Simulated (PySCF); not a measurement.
Correlation energy of Tc⁺ (technetium, charge +1)

[Kr] 4d4 5s2, high-spin 5D determinant (an excited configuration). Computed with PySCF 2.14 in x2c-TZVPPall with one added diffuse shell each of s, p, d, f type (9s7p7d3f1g, 95 functions), with scalar relativity by spin-free X2C-1e. Frozen: [Ar] 3d10; 14 electrons correlated.

MP2 pair energies summed by pair of shells (mhartree):

```
 pair   energy  share (%)
4p-4d  -126.56       32.4
4p-4p   -84.68       21.7
4d-5s   -40.79       10.4
4d-4d   -35.34        9.0
4s-4p   -30.28        7.7
4p-5s   -29.28        7.5
5s-5s   -21.50        5.5
4s-4d   -15.70        4.0
4s-4s    -5.04        1.3
4s-5s    -1.87        0.5
```

Total MP2 correlation energy: -391.05 mhartree.

Same-spin part -127.12 and opposite-spin part -263.93 mhartree; SCS-MP2 scales them by 1/3 and 6/5 to -359.09 mhartree.

This basis was not built for core-valence correlation, so the inner-shell part is incomplete.
